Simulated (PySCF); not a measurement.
Results of a calculation; reference values are marked as such.
# Si2H5N2Cl2

The system: Si2H5N2Cl2, a small molecule (built as: Si site whose three back bonds go to NHSiH3, Cl, Cl; end group NH); neutral, doublet. The structure, one conformer, was relaxed in the gas phase by PBE0-D3(BJ)/def2-SVP. No frequency run checks that it is a minimum.

SMILES: [NH][Si](Cl)(Cl)N[SiH3]

```xyz
11

Si    0.750   -0.884   -0.958
N    -0.747   -0.093   -0.809
Si   -1.292    0.815    0.599
Cl    0.502   -2.742   -1.814
Cl    2.123    0.130   -2.116
N     1.416   -0.922    0.651
H    -1.404   -0.165   -1.580
H    -1.596   -0.067    1.763
H    -2.549    1.499    0.172
H    -0.282    1.832    1.004
H     2.201   -1.569    0.784
```
(Å; atoms numbered from 1)

EPR values by unrestricted B3LYP, IGLO-III on Cl N Si, pcH-1 on H.

**Question.** Predict g and the largest hyperfine couplings. Where does the spin sit?

**Answer.** g = 2.0024, 2.0042, 2.0070. The spin sits on N6 (98 %, bonded to 1 Si + 1 H) by Mulliken populations.
```
atom  isotope  isotropic (MHz)  dipolar, principal values (MHz)
  N6      14N             26.8               -41.2, -40.4, 81.6
 H11       1H            -57.2                -50.4, -8.7, 59.1
 Si1     29Si             45.3                   -1.3, 0.0, 1.3
 Cl5     35Cl              4.5                -10.1, -9.5, 19.6
 Cl4     35Cl             -0.2                  -3.1, -3.0, 6.2
  H7       1H             -2.8                  -2.6, -1.4, 4.0
```

**Question.** How do the isotropic couplings move with BHandHLYP?

**Answer.** N6 26.8 to 36.0 MHz, H11 -57.2 to -66.6 MHz, Si1 45.3 to 50.0 MHz, Cl5 4.5 to 6.2 MHz.

The 2 runs behind this took 3.5 min in all, one thread each of Arm Neoverse V1 on a shared host, launched as `OMP_NUM_THREADS=1 python cluster_run.py task.json out`.
